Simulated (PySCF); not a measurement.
Compound: C5H6O5.
SMILES: `CC(=O)OC(=O)COC=O`

Level of theory: TDDFT PBE0/def2-SVPD, vertical, gas phase, core orbitals frozen in the response in PySCF 2.14.0, density-fitted response routines. Isolated species at its GFN2-xTB geometry (one conformer only).

Computed states:

```json
{"state": "S1", "E (eV)": "5.02", "f": "0.0014"}
{"state": "S2", "E (eV)": "5.78", "f": "0.0001"}
{"state": "S3", "E (eV)": "6.00", "f": "0.0014"}
{"state": "S4", "E (eV)": "6.54", "f": "0.0061"}
{"state": "S5", "E (eV)": "6.96", "f": "0.010"}
{"state": "S6", "E (eV)": "7.02", "f": "0.021"}
```

Broadening: Gaussians 0.3 eV wide at half height, area fixed by f = 4.319×10⁻⁹ ∫ε dν̃. The width is an assumption, not a result. The curve ends short of the highest state used, and states not computed would add to its high-energy end.

Problem. What does the envelope look like, and where are its maxima?

Solution. 
```tsv
E (eV)	ε (L mol⁻¹ cm⁻¹)
4.57	0
4.63	1
4.68	3
4.73	9
4.79	23
4.84	43
4.89	70
4.94	98
5.00	119
5.05	119
5.10	101
5.15	74
5.21	42
5.26	22
5.31	10
5.37	3
5.42	1
5.47	1
5.52	1
5.58	2
5.63	5
5.68	10
5.74	22
5.79	40
5.84	65
5.89	94
5.95	122
6.00	130
6.05	119
6.11	89
6.16	64
6.21	52
6.26	67
6.32	135
6.37	236
6.42	363
```

Maxima: 247 nm (5.02 eV), ε about 120, made up of S1 (100%); 207 nm (5.99 eV), ε about 130, made up of S3 (99%) (ε in L mol⁻¹ cm⁻¹; maxima over ε = 5, shares over 10%). At its high-energy end, 6.42 eV, the curve is still rising (ε about 360, from S4).

Problem. What would ε be at 5.99 eV, the highest of these maxima, with half the width (0.15 eV)?

Solution. About 256 L mol⁻¹ cm⁻¹ against 130, a factor of about 1.97; a lone state at its own centre would give exactly 2.

Problem. Coming from long wavelengths, where does ε first pass 100 L mol⁻¹ cm⁻¹?

Solution. At about 251 nm (4.95 eV), 0.08 eV below S1.

Problem. On this curve, what absorbance would a 10⁻⁴ mol/L sample give at 254 nm over a 1 cm path?

Solution. 254 nm is 4.881 eV, where ε is about 65 L mol⁻¹ cm⁻¹, so A = ε c l ≈ 0.0065 (Beer–Lambert, with the gas-phase spectrum and the assumed width).

Hardware: Arm Neoverse V2, one thread, no GPU, on a shared host. Cost: 60 s wall, 1.1 GiB resident at most.
